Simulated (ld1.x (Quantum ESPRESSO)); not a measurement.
## O: one change to an ultrasoft potential, before and after

```
Element                 : O
Generator               : ld1.x (Quantum ESPRESSO) 7.5
Type                    : ultrasoft
Functional              : PBE
Relativity              : non-relativistic
Frozen core             : [He]
Valence charge          : 6
Reference configuration : 2s2 2p3 (charge +1)
Partial waves           : 2s (bound): rcut 0.95, rcutus 1.05 bohr; 2s channel at 1.05 Ry: rcut 0.95, rcutus 1.05 bohr; 2p (bound): rcut 1.20, rcutus 1.45 bohr; 2p channel at 0.7 Ry: rcut 1.20, rcutus 1.45 bohr
Local potential         : all-electron potential smoothed inside 0.85 bohr (lloc = -2)
Core correction         : a·sin(br)/r model core inside 1.10 bohr
Augmentation charge     : PSQ, radius 1.00 bohr
```

Change: all radii but the core radius scaled by about 0.80 (s 0.84, p 1.16 bohr, rcut 0.76/0.96); local potential all-electron potential smoothed inside 0.68 bohr (lloc = -2); augmentation PSQ, radius 0.80 bohr.

Cutoffs: the cutoffs (Ry, on a coarse ladder) from which the occupation-weighted sum of valence levels, in a spherical-Bessel basis at the reference potential, stays within 10 and 1 mRy of its value at 400 Ry; they do not see the model core or the augmentation charge, which bear on the density cutoff. Errors are all-electron minus pseudo energies relative to the spin-unpolarised reference configuration.

Task: How do hardness, ghosts and transferability respond?

Result: The potential gets harder (35 Ry and 55 Ry → 50 Ry and 90 Ry); of the 7 tests that both files solve, the error grows in 0 and shrinks in 6 by more than 15 % and 0.3 meV (median size 21.9 → 11.3 meV); neither file shows a bound ghost. A smaller radius makes the pseudo-wave follow the all-electron one further in, where it bends more sharply, so more plane waves are needed. Less of the atom is replaced, so other configurations are described better.

```csv
quantity,base,changed
"cutoff, loose",35 Ry,50 Ry
"cutoff, tight",55 Ry,90 Ry
loose cutoff by channel (10 mRy a level),"s 18 Ry, p 30 Ry","s 30 Ry, p 45 Ry"
bound ghosts,none,none
"error for 2s2 2p4, meV [ΔE -16.44 eV]",+9.5,+2.8
"error for 2s2 2p2, meV [ΔE 33.59 eV]",+22,+11
"error for 2s2 2p1, meV [ΔE 87.47 eV]",+120,+89
"error for 2s2 2p0, meV [ΔE 164.37 eV]",+437,+418
"error for 2s1 2p5, meV [ΔE -1.54 eV]",+34,+24
"error for 2s2 2p4.3, meV [ΔE -18.56 eV]",+13,+3.6
"error for 2s2 2p3.5, meV [ΔE -10.15 eV]",+3.1,+1.0
lowest overlap eigenvalue by channel,"s 0.56, p 0.62","s 0.54, p 0.95"
```
